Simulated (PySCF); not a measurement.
A thermochemical cycle for SrIn

PBE0 in PySCF with def2-SVP on every atom (core potentials on Sr, In), for the lowest determinant that a PBE0 search found; no spin–orbit coupling. SrIn, a doublet (π ↑), has De = 0.57 eV to neutral atoms, and SrIn⁺, a singlet (closed shell), has De = 1.42 eV to Sr⁺ + In.

The adiabatic ionisation energy of SrIn, between the minima, is 4.76 eV.

Which ionisation energy of the Sr atom does this level give?

IE(Sr) = IE(molecule) + De(ion) − De(neutral) = 4.76 + 1.42 − 0.57 = 5.61 eV; the measured value is 5.695 eV (NIST ASD).

Closed-shell solutions of metal pairs were not tested for spin polarisation, which can lower them a little. These are scalar-relativistic numbers at best; spin–orbit coupling would shift them, the dissociation energy most. For an ion De counts to the pair picked by the measured ionisation energies or electron affinities, which need not be the lowest pair at this level. States were picked by a PBE0 search and need not be the measured ground states.
